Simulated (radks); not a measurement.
Lu III, 69 electrons, occupied as [Xe] 4f14 6s1 (the NIST ground configuration).

Calculated with a radial shooting solver on a logarithmic mesh with Libxc functionals: scalar-relativistic Kohn-Sham, LDA (Slater exchange, VWN5 correlation), spin-polarised, spherical densities, finite nucleus; open shells are filled with parallel spins first (spin-orbit coupling, left out, can overturn this in heavy ions); Fermi nuclear charge, rms radius 5.37 fm.

Energy parts (hartree):
total: -14551.9578
kinetic: 15891.9773
electron-nucleus: -35820.0932
Hartree: 5667.0318
exchange-correlation: -290.8736

Orbitals (lengths in bohr, moments of r in powers of bohr; r(90%) holds 90 % of the orbital's charge):
| orbital | occ. | eigenvalue (hartree) | r(90%) | <r> |
|---|---|---|---|---|
| 1s up | 1 | -2322.114 | 0.0351 | 0.01934 |
| 1s down | 1 | -2322.114 | 0.0351 | 0.01934 |
| 2s up | 1 | -395.8776 | 0.127 | 0.08190 |
| 2s down | 1 | -395.8773 | 0.127 | 0.08190 |
| 2p up | 3 | -348.5708 | 0.119 | 0.07294 |
| 2p down | 3 | -348.5704 | 0.119 | 0.07294 |
| 3s up | 1 | -90.18657 | 0.312 | 0.2129 |
| 3s down | 1 | -90.18636 | 0.312 | 0.2129 |
| 3p up | 3 | -75.98424 | 0.318 | 0.2125 |
| 3p down | 3 | -75.98403 | 0.318 | 0.2125 |
| 3d up | 5 | -58.87669 | 0.299 | 0.1925 |
| 3d down | 5 | -58.87646 | 0.299 | 0.1925 |
| 4s up | 1 | -18.44033 | 0.687 | 0.4783 |
| 4s down | 1 | -18.43999 | 0.687 | 0.4783 |
| 4p up | 3 | -13.77636 | 0.740 | 0.5082 |
| 4p down | 3 | -13.77593 | 0.740 | 0.5082 |
| 4d up | 5 | -7.68564 | 0.824 | 0.5479 |
| 4d down | 5 | -7.68502 | 0.824 | 0.5479 |
| 4f up | 7 | -1.00116 | 1.24 | 0.7200 |
| 4f down | 7 | -0.99961 | 1.23 | 0.7180 |
| 5s up | 1 | -2.89183 | 1.69 | 1.168 |
| 5s down | 1 | -2.88872 | 1.68 | 1.167 |
| 5p up | 3 | -1.80488 | 2.03 | 1.382 |
| 5p down | 3 | -1.79893 | 2.02 | 1.376 |
| 5d up | 0 | -0.63795 | 3.40 | 2.189 |
| 5d down | 0 | -0.61593 | 3.34 | 2.152 |
| 5f up | 0 | -0.17481 | 8.75 | 5.855 |
| 5f down | 0 | -0.16213 | 9.51 | 6.384 |
| 6s up | 1 | -0.67271 | 4.32 | 3.023 |
| 6s down | 0 | -0.63722 | 4.38 | 3.039 |
| 6p up | 0 | -0.46931 | 5.30 | 3.705 |
| 6p down | 0 | -0.43836 | 5.47 | 3.800 |
| 7s up | 0 | -0.26355 | 8.69 | 6.160 |
| 7s down | 0 | -0.25568 | 8.88 | 6.300 |

The highest occupied level is 6s up at -18.305 eV. The electron density at the nucleus is 1.172e+06 e/bohr^3 (large components only). The density falls to 0.001 e/bohr^3 at r = 4.03 bohr. Spin moment in Bohr magnetons: 1. Summed over all electrons, <r^2> = 42.45 bohr^2, which gives a Langevin (diamagnetic) susceptibility term of -33.6 x 10^-6 cm^3/mol. The spin density at the nucleus is 77.14 e/bohr^3 (1s 0.25, 2s 0.06, 3s 0.05, 4s -0.07, 5s -0.92, 6s 77.76).
